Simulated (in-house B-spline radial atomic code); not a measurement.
Orbital energies and mean radii along the 7-electron series, configuration 1s2 2s2 2p1/2(2) 2p3/2(1). The effective charge is n√(-2ε), a non-relativistic measure. Computed with an all-electron radial atomic-structure program (B-spline basis): Dirac-Hartree-Fock, jj configuration that fills j = l - 1/2 first, finite nuclei.

```tsv
ion	Z	energy of 2s1/2 (Eh)	mean radius of 2s1/2 (bohr)	energy of 2p1/2 (Eh)	mean radius of 2p1/2 (bohr)	energy of 1s1/2 (Eh)	mean radius of 1s1/2 (bohr)	effective charge of 2s1/2
Xe47+	54	-328.53	0.10984	-321.07	0.091944	-1423.15	0.026567	51.267
Cs48+	55	?	?	?	?	?	?	?
Ba49+	56	-356.79	0.10524	-348.95	0.087964	-1539	0.025496	53.426
La50+	57	?	?	?	?	?	?	?
Ce51+	58	-386.41	0.10096	-378.17	0.084255	-1660.04	0.024494	55.6
```

Q: Fill in the row of Cs48+.

A: energy of 2s1/2 (Eh): -342.49; mean radius of 2s1/2 (bohr): 0.1075; energy of 2p1/2 (Eh): -334.84; mean radius of 2p1/2 (bohr): 0.089918; energy of 1s1/2 (Eh): -1480.43; mean radius of 1s1/2 (bohr): 0.026022; effective charge of 2s1/2: 52.345.

Q: Fill in the row of La50+.

A: energy of 2s1/2 (Eh): -371.43; mean radius of 2s1/2 (bohr): 0.10306; energy of 2p1/2 (Eh): -363.39; mean radius of 2p1/2 (bohr): 0.086078; energy of 1s1/2 (Eh): -1598.87; mean radius of 1s1/2 (bohr): 0.024986; effective charge of 2s1/2: 54.511.

Q: How does the screening of 2s1/2 change?

A: Z less the effective charge goes from 2.73 at Z = 54 to 2.40 at Z = 58.
